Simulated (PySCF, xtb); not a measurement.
C₅H₅F, SMILES C([C@@H](F)C#C)=C.

Coordinates come from a PBE0-D3(BJ)/def2-SVP optimisation. The structure was generated by enumeration; whether it is a known compound was not checked. One conformer was computed; it need not be the lowest.

The numbers are results of PySCF 2.14.0 with C-PCM-ωB97X/def2-SVP, not measurements.

The values are the electrostatic part of the solvation free energy, E(continuum) − E(gas) at the gas-phase geometry, in a cavity of scaled van der Waals radii (PySCF's table); cavitation and dispersion terms are not included. In vacuum the orbital gap is 12.52 eV. The dipole moment in vacuum is 1.63 D.

### Question
Estimate the values in water (ε = 78.36), chlorobenzene (ε = 5.70), N,N-dimethylformamide (ε = 37.22). (The exact figures need the calculation; the answer reports its results.)

### Answer

```tsv
solvent	ε	ΔG(elec) (kcal/mol)	dipole (D)	gap (eV)
water	78.36	-4.5	2.06	12.54
chlorobenzene	5.70	-3.6	1.97	12.54
N,N-dimethylformamide	37.22	-4.4	2.05	12.54
```

For comparison, GFN2-xTB/ALPB(water) (xtb, at the GFN2-xTB geometry, all terms of that model) gives -2.9 kcal/mol.
